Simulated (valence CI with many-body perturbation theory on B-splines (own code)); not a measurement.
# Ladder of approximations for Sb I

Calculated by relativistic CI+MBPT: five valence electrons over a frozen Dirac-Fock core [Kr] 4d10, a basis of 9 s, 9 p, 8 d, 6 f, 3 g, 1 h functions for each j, with the one-electron correlation potential Σ1, the two-electron term Σ2, the three-electron term Σ3, Breit, model QED; selected CI, second order for the rest, scaled by the run's own slope (own B-spline code, finite nucleus).

Against 19 measured levels this calculation errs by 60 cm⁻¹ on average and by 198 at most. These come from a selection out of the NIST Handbook of Basic Atomic Spectroscopic Data. Levels without a partner in it may be off by more. Among the levels kept, up to 1600 cm⁻¹ of a level comes from second order outside the variational space, and about a tenth of that is noise between levels of different J, which matters for small intervals.

Each rung adds one term. CI alone is the Dirac-Coulomb CI over the frozen core; QED comes last and gives the full result, which names the levels. Energies are above 5s2 5p3 4S°_3/2 on the same rung, in cm⁻¹. A blank means that the level has no clear partner on that rung.

Names give the largest LS component (configuration and term), which can be under half, so a name can repeat, a term be missing and a line seem to break the LS rules; names also repeat where a configuration has a term twice. Letters in brackets count levels of one name in rising energy.

| Level | CI alone | + Σ1 | + Σ2 | + Σ3 | + Breit | Full |
| --- | --- | --- | --- | --- | --- | --- |
| 5s2 5p3 2D°_3/2 | 8605 | 8892 | 8591 | 8500 | 8505 | 8503 |
| 5s2 5p3 2D°_5/2 | 9778 | 10242 | 9939 | 9863 | 9842 | 9846 |
| 5s2 5p3 2P°_1/2 | 16223 | 16937 | 16556 | 16403 | 16386 | 16388 |
| 5s2 5p3 2P°_3/2 | 17935 | 18940 | 18621 | 18484 | 18424 | 18430 |
| 5s2 5p2 6s 4P_1/2 | 42342 | 45277 | 43209 | 43198 | 43228 | 43256 |
| 5s2 5p2 6s 4P_3/2 | 44703 | 47976 | 45927 | 45934 | 45913 | 45950 |
| 5s2 5p2 6s 2P_1/2 | 45846 | 49069 | 46974 | 46980 | 46964 | 46998 |
| 5s2 5p2 6s 4P_5/2 | 46938 | 50407 | 48337 | 48342 | 48294 | 48333 |
| 5s2 5p2 6s 2P_3/2 | 48107 | 51513 | 49396 | 49394 | 49358 | 49393 |
| 5s2 5p2 6p 4D°_1/2 | 50562 | 53581 | 51534 | 51521 | 51558 | 51573 |
| 5s2 5p2 6p 4D°_3/2 [a] | 51479 | 54519 | 52472 | 52460 | 52492 | 52508 |
| 5s2 5p2 5d 4P_5/2 | 50405 | 53557 | 53246 | 53247 | 53255 | 53245 |
| 5s2 5p2 5d 4F_3/2 | 51674 | 54959 | 53393 | 53394 | 53411 | 53424 |
| 5s2 5p2 6p 2S°_1/2 | 52708 | 56080 | 54071 | 54077 | 54061 | 54084 |
| 5s2 5p2 5d 4F_5/2 | 53039 |  | 55034 | 55037 | 55002 | 55010 |
| 5s2 5p2 6p 4D°_3/2 [b] | 53708 | 57054 | 55021 | 55027 | 55011 | 55034 |
| 5s2 5p2 6p 4D°_5/2 | 53791 | 57172 | 55134 | 55141 | 55120 | 55144 |
| 5s2 5p2 6s 2D_3/2 [a] |  |  | 55207 | 55208 | 55163 | 55179 |
| 5s2 5p2 6s 2D_5/2 | 54042 | 57869 | 55741 | 55718 | 55656 | 55682 |

Q: How does the ionisation energy move along the ladder, and which term matters most?

A: CI alone 8.4484, + Σ1 8.8490, + Σ2 8.5806, + Σ3 8.5792, + Breit 8.5844, + QED 8.5868 eV. The largest step is Σ1, 0.4005 eV. NIST lists 8.60839 eV (measured).
